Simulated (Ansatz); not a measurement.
**What each rung costs, and what it gives**

Saddle point of SiNH₇F₂, singlet (SiNH₅ ([NH2][SiH3]) + HF + HF → SiNH₄F ([NH2][SiH2][F]) + HF + H₂; bonds formed: Si1–F7, H2–H8, H6–F9; bonds broken: Si1–H2, H6–F7, H8–F9), PBE0-D4/def2-TZVP structure:

```tsv
atom	x (Å)	y (Å)	z (Å)
Si1	-0.3310	-0.6760	0.0886
H2	1.1523	-0.3644	0.7960
H3	-0.0871	-1.5969	-1.0396
H4	-0.4737	-1.5854	1.2736
N5	-1.6792	0.3053	0.3525
H6	1.3286	0.9326	-0.9973
F7	0.2208	0.7152	-1.1760
H8	1.7468	0.1431	0.2821
F9	2.3401	0.8895	-0.4992
H10	-2.3011	0.1284	1.1208
H11	-1.9166	1.1088	-0.2012
```

Barriers are electronic and count from the start structure reached by relaxing down the imaginary mode.

Computed with Ansatz 0.2.0 (basis: as named in each row); correlated methods freeze the cores. B3LYP uses VWN-RPA correlation. Extrapolation: Hartree–Fock as exp(−7.88 √X), correlation as X^−2.97.

Times are rough, for one single point on 4 threads of a shared host (Arm Neoverse V2).

The estimate by CCSD(T) at an estimated basis limit (MP2 extrapolated from triple and quadruple zeta, plus CCSD(T) − MP2 in triple zeta) is 28.41 kcal/mol.

```json
{"method": "HF", "basis": "STO-3G", "time (s)": "under 1", "barrier (kcal/mol)": "55.12", "method less estimate": "26.71"}
{"method": "PBE-D4", "basis": "STO-3G", "time (s)": "under 1", "barrier (kcal/mol)": "-16.22", "method less estimate": "-44.63"}
{"method": "SPW92", "basis": "def2-SVP", "time (s)": "under 1", "barrier (kcal/mol)": "3.35", "method less estimate": "-25.05"}
{"method": "PBE-D4", "basis": "def2-SVP", "time (s)": "under 1", "barrier (kcal/mol)": "14.06", "method less estimate": "-14.35"}
{"method": "B3LYP-D4", "basis": "6-31G", "time (s)": "under 1", "barrier (kcal/mol)": "20.91", "method less estimate": "-7.50"}
{"method": "PBE0-D4", "basis": "def2-SVP", "time (s)": "under 1", "barrier (kcal/mol)": "20.18", "method less estimate": "-8.23"}
{"method": "SPW92", "basis": "def2-TZVPP", "time (s)": "1", "barrier (kcal/mol)": "7.92", "method less estimate": "-20.49"}
{"method": "PBE-D4", "basis": "def2-TZVPP", "time (s)": "2", "barrier (kcal/mol)": "18.44", "method less estimate": "-9.97"}
{"method": "BLYP-D4", "basis": "def2-TZVPP", "time (s)": "2", "barrier (kcal/mol)": "21.77", "method less estimate": "-6.64"}
{"method": "B3LYP-D4", "basis": "def2-TZVPP", "time (s)": "2", "barrier (kcal/mol)": "25.14", "method less estimate": "-3.27"}
{"method": "BHLYP-D4", "basis": "def2-TZVPP", "time (s)": "2", "barrier (kcal/mol)": "30.41", "method less estimate": "2.00"}
{"method": "PBE0-D4", "basis": "def2-TZVPP", "time (s)": "2", "barrier (kcal/mol)": "23.42", "method less estimate": "-4.99"}
{"method": "CAM-B3LYP-D4", "basis": "def2-TZVPP", "time (s)": "2", "barrier (kcal/mol)": "24.64", "method less estimate": "-3.77"}
{"method": "wB97M-V", "basis": "def2-SVP", "time (s)": "3", "barrier (kcal/mol)": "21.18", "method less estimate": "-7.23"}
{"method": "CCSD(T)", "basis": "def2-SVP", "time (s)": "3", "barrier (kcal/mol)": "29.87", "method less estimate": "1.46"}
{"method": "r2SCAN-D4", "basis": "def2-TZVPP", "time (s)": "3", "barrier (kcal/mol)": "19.25", "method less estimate": "-9.16"}
{"method": "r2SCAN0-D4", "basis": "def2-TZVPP", "time (s)": "3", "barrier (kcal/mol)": "23.48", "method less estimate": "-4.93"}
{"method": "B2PLYP", "basis": "def2-TZVPP", "time (s)": "4", "barrier (kcal/mol)": "26.61", "method less estimate": "-1.79"}
{"method": "PBE-QIDH", "basis": "def2-TZVPP", "time (s)": "4", "barrier (kcal/mol)": "26.48", "method less estimate": "-1.93"}
{"method": "RPA on PBE", "basis": "def2-TZVPP", "time (s)": "4", "barrier (kcal/mol)": "27.59", "method less estimate": "-0.81"}
{"method": "wB97X-V", "basis": "def2-TZVPP", "time (s)": "5", "barrier (kcal/mol)": "25.78", "method less estimate": "-2.63"}
{"method": "wB97M-V", "basis": "def2-TZVPP", "time (s)": "6", "barrier (kcal/mol)": "24.99", "method less estimate": "-3.42"}
{"method": "B97M-V", "basis": "def2-TZVPP", "time (s)": "6", "barrier (kcal/mol)": "24.56", "method less estimate": "-3.84"}
{"method": "MP2", "basis": "def2-QZVPP", "time (s)": "17", "barrier (kcal/mol)": "26.78", "method less estimate": "-1.63"}
{"method": "CCSD(T)", "basis": "def2-TZVPP", "time (s)": "110", "barrier (kcal/mol)": "28.45", "method less estimate": "0.04"}
```

All methods are single points on the PBE0-D4 structures; a negative value means that the method puts the saddle structure below the start.

No T1 diagnostic of these runs exceeds 0.012.

Labels in which every atom is bracketed show which atoms are joined, not bond orders.
